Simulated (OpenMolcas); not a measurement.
Nb3+ with its 6 nearest bromide ions at 2.677 Å, on the Y site of Cs2NaYBr6 (a = 11.3047 Å, distance in the model lattice 2.765 Å). The rest of the host is ab initio model potentials to 7.6 Å, with orthogonalisation functions on the cations behind the ligands, and point charges beyond; the distance is set by hand and nothing relaxes. Ligand basis ANO-RCC-VDZP.
```
Nb    0.0000    0.0000    0.0000
Br    2.6770    0.0000    0.0000
Br    0.0000    2.6770    0.0000
Br   -2.6770    0.0000    0.0000
Br    0.0000   -2.6770    0.0000
Br    0.0000    0.0000    2.6770
Br    0.0000    0.0000   -2.6770
```

```yaml
Program: OpenMolcas
Method: CASSCF
Basis: ANO-RCC-VDZP [6s5p3d1f]
Scalar_Hamiltonian: DKH2, point nucleus
Active_space: 2 electrons in 5 orbitals (4d)
State_averaging: 2S+1 = 3 even, 10 roots; 2S+1 = 1 even, 15 roots
Spin-orbit_coupling: state interaction with AMFI integrals over the reference wave functions
```

**Question.** What is the spin-free ground state (labels of O, the rotations of Oh)?

**Answer.** 3T1, 3-fold in its orbital part; it has the highest spin that d2 allows.

**Question.** Where is the first state of the same spin?

**Answer.** 3T2 at 15400 cm-1 above the ground state.

**Question.** What are the lowest two levels with spin-orbit coupling?

**Answer.** A 2-fold level, then a 3-fold level 21.8 cm-1 above it. Their leading multiplicities are 3 (100 %) and 3 (100 %).

**Question.** What is χT at 300 K, and how does it compare with the textbook value?

**Answer.** The lowest level has 2S+1 = 3, for which the spin-only value is χT = S(S+1) / 2 = 1.000 cm3 K/mol (g = 2). The computed 0.465 at 300 K differs by -0.535, through orbital momentum, spin-orbit coupling and any other state in reach. With a threefold ground state the orbital momentum is unquenched, so the spin-only value is not expected to hold.

**Question.** Which ligand-field parameters describe the states?

**Answer.** A least-squares ligand-field fit to the states below 45000 cm-1, each weighted by its degeneracy and with a free common offset, gives 10Dq = 16327 cm-1, B = 602 cm-1 and C = 2419 cm-1 (C/B = 4.02), with an rms deviation of 245 cm-1. The same method and metal basis give the free ion B = 760 cm-1 (fit to its terms below 60000 cm-1, rms deviation 30 cm-1), so the nephelauxetic ratio is β = 602 / 760 = 0.79; it hangs on how both fits weigh the states, and computed free-ion B values tend to be too large, so β mixes covalency with correlation.

An orbital triplet at a regular site is open to Jahn-Teller coupling, which can distort the site and quench the lowest spin-orbit gaps and is left out. Without dynamic correlation the repulsion within the d shell is too large (B by tens of per cent), so at a given field states of lower spin stand too high. The least metal-like active orbital is 78 % on the metal (Löwdin) and no ligand orbital is active, so the numbers are rough. With metal d orbitals alone the field can be off either way by tens of per cent. Ligand-to-metal charge-transfer states are missing. With no ligand orbital active B as a rule stays too high, so bands that hang on it stand too high and its fall with covalency is understated. No measured value stands beside these numbers; the geometry was set by hand and not optimised.
